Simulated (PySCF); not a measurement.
Structure with atom numbers: `[CH3:1][CH:2]([CH3:3])[O:4][Si@H:5]([CH3:6])[CH:7]=[O:8]` (H(Xn): hydrogen on atom n).

- σ from GIAO-PBE0/pcSseg-1
- structure optimised with GFN2-xTB
- code: PySCF 2.14.0 with density-fitted response routines
- one conformer, equivalent nuclei averaged, non-relativistic, no solvent model

References, each an isolated molecule treated in the same way: TMS for 13C, 1H, 29Si; H2O for 17O.

```
 atoms  nucleus  count  δ (ppm)
 H(C3)       1H      3        ?
 H(C6)       1H      3     0.23
 H(C1)       1H      3     1.43
    C7      13C      1    254.8
    C3      13C      1     27.9
    C2      13C      1        ?
    O4      17O      1     71.8
 H(C7)       1H      1    12.30
    C6      13C      1      0.4
H(Si5)       1H      1        ?
    O8      17O      1    958.8
    C1      13C      1        ?
   Si5     29Si      1    -38.2
 H(C2)       1H      1     4.26
```

Complete the table.

## Answers


- C2: 70.9 ppm, sp3 CH bonded to O; the inductive effect lowers its shielding
- C1: 28.0 ppm, methyl carbon; aliphatic region, no heteroatom directly attached
- H(Si5): 4.75 ppm, hydrogen on a silicon bonded to 2 C, O
- H(C3): 1.28 ppm, hydrogen on a methyl carbon

Shifts are as computed. Against solution values, carbons near 30 ppm lie about +3 ppm off and those near 130 ppm about +5 ppm. Of 1309 compounds with measured shifts, 239 miss one by over three times the rms of a fit or turn the order of signals round; such compounds aren't used in these exercises. Unscaled 17O shifts of doubly bonded oxygen tend to come out too high, by tens of ppm or more. Experimental scales use liquid or dissolved standards, which lie at an offset from isolated H2O (liquid H2O: subtract about 36 ppm).
